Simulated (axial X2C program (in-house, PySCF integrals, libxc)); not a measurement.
Spin–orbit effects down a group: molecules with Li (ions), MP2

Calculated with an in-house all-electron X2C program for linear molecules (integrals from PySCF), spin-free (one-electron X2C) or two-component (2c: spin–orbit coupling with atomic mean-field Coulomb and Gaunt terms, which also bring small scalar terms), in Dyall basis sets with cores contracted in-house; open shells are unrestricted.

Basis sets: Ag dyall-cv3z, Au dyall-cv3z, Cu dyall-cv3z, Li dyall-cv3z. Frozen shells (counts by l): LiCu⁺ Cu 3s2p, Li 1s, 11 electrons correlated; LiAg⁺ Ag 4s3p1d, Li 1s, 11 electrons correlated; LiAu⁺ Au 5s4p2d1f, Li 1s, 11 electrons correlated. Where the outer core of a metal is frozen, bonds come out longer and ionisation energies lower.

```tsv
molecule	spin-free state	Re (Å)	ωe (cm⁻¹)	De (eV)	2c state	Re 2c (Å)	ωe 2c (cm⁻¹)	De 2c (eV)
LiCu⁺	M_S = 1/2, Λ = 0	2.674	239.0	0.67	Ω = 1/2	2.675	238.8	0.67
LiAg⁺	M_S = 1/2, Λ = 0	2.761	226.9	0.57	Ω = 1/2	2.762	226.8	0.57
LiAu⁺	M_S = 1/2, Λ = 0	2.592	265.0	0.51	Ω = 1/2	2.589	267.5	0.51
```

**Question.** Work out the shifts from the spin-free to the two-component result.

**Answer.** 

```csv
molecule,2c state,ΔRe (Å),Δωe (cm⁻¹),ΔDe (eV)
LiCu⁺,Ω = 1/2,0.001,-0.2,0.00
LiAg⁺,Ω = 1/2,0.001,-0.1,0.00
LiAu⁺,Ω = 1/2,-0.003,2.5,0.00
```

Shifts of one unit in the last digit are rounding.

Fragments in 2c: Cu + Li+, Ag + Li+, Au + Li+. Each entry is the lowest single determinant of a limited PBE0 search at one distance. De goes to single-determinant-based atoms at the same level (for ions the charge split of lowest energy) and is withheld (n/a) where an atom does not fit its ground term or J level. Main or longest-lived isotopes.
